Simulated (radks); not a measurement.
Fractional charge and spin in the 4d shell of cadmium: the spin-up occupation runs from 4 to 5 and the spin-down occupation from 4 to 5; the fullest corner is Cd, [Kr] 5s2 4d(up 5, down 5). Method: scalar-relativistic Kohn-Sham, LDA (Slater exchange, Perdew-Wang correlation), spin-polarised, spherical densities, point nucleus; computed with a radial shooting solver on a logarithmic mesh with Libxc functionals. Energy (eV) minus the two flat planes that join the four corners (they meet along the diagonal where the two added fractions sum to one electron); zero is where a piecewise linear energy would lie.

| down \ up | 4 | 4.25 | 4.5 | 4.75 | 5 |
|---|---|---|---|---|---|
| 4 | 0.000 | -1.354 | -1.790 | -1.331 | 0.000 |
| 4.25 | -1.354 | -1.745 | -1.242 | 0.131 | -1.188 |
| 4.5 | -1.790 | -1.242 | 0.174 | -1.102 | -1.564 |
| 4.75 | -1.331 | 0.131 | -1.102 | -1.522 | -1.157 |
| 5 | 0.000 | -1.188 | -1.564 | -1.157 | 0.000 |

Corners above the fullest one (they belong to Cd+ and the next ion): (up 5, down 4) 17.976 eV, (up 4, down 5) 17.976 eV, (up 4, down 4) 50.095 eV. With half an added electron in each spin the energy lies 0.174 eV from the planes, and with half an added electron in spin up alone -1.790 eV. The planes are only a guide here: the flat-plane condition holds for ground states with one frontier orbital, while this shell lies below other occupied shells, so the corners above the fullest one are inner-hole states and not the ground states of those ions.
